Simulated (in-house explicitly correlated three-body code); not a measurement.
Results of a calculation; reference values are marked as such.
## Taking the two-electron ground state apart, Z = 3.3

A variational code in 260 exponentially correlated functions gives, for two electrons around a point charge Z = 3.3 (non-relativistic, fixed nucleus, atomic units): E = -8.9826472, <1/r> = 2.987857 per electron, <1/r12> = 1.754565. From its density, U = 3.677557 (Hartree energy) and T_s = 8.942222 (kinetic energy of the doubly filled orbital √(n/2)). Further, <r²> = 0.358254 per electron, <r12²> = 0.741942 and <p1·p2> = 0.328331.

Check the virial theorem, and compare with the screened hydrogenic estimate.

V = −2Z<1/r> + <1/r12> = -19.719856 + 1.754565 = -17.965291, and 2E = -17.965294, so T = −E = 8.982647. A product of 1s orbitals with exponent Z − 5/16 = 2.9875 gives −2.9875² = -8.92516, which is 57.5 millihartree too high.

Find the exchange and correlation energies of density-functional theory.

For two electrons in one orbital E_x = −U/2 = -1.838779. The potential part of correlation is U_c = <1/r12> − U − E_x = -0.084214, the kinetic part T_c = T − T_s = 0.040425, and E_c = T_c + U_c = -0.043788 hartree. Restricted Hartree-Fock gives -8.938872, so the correlation energy of wave-function theory is -0.043775.

What do the second moments say about angular correlation and diamagnetism?

From r12² = r1² + r2² − 2 r1·r2, <r1·r2> = <r²> − <r12²>/2 = -0.01272 bohr². It vanishes for a product of s orbitals, and its negative sign shows that the electrons favour opposite sides of the nucleus. The Langevin susceptibility is −0.79199e-6 × 2<r²> = -0.5675e-6 cm³/mol.

How does a model nuclear mass of 6.6 u change the ionisation energy, to first order in m/M (1 hartree = 27.211386 eV)?

m/M = 1/(6.6 × 1822.8885) = 8.31182e-05. With a fixed nucleus the second electron is bound by −Z²/2 − E = 3.537647 hartree = 96.2643 eV. The reduced mass scales this by 1 − m/M, a change of -8.001 meV. The mass-polarisation term raises the two-electron state by (m/M)<p1·p2> = 27.29 microhartree, a further -0.743 meV. The sum is 96.2555 eV, before relativistic and QED terms.
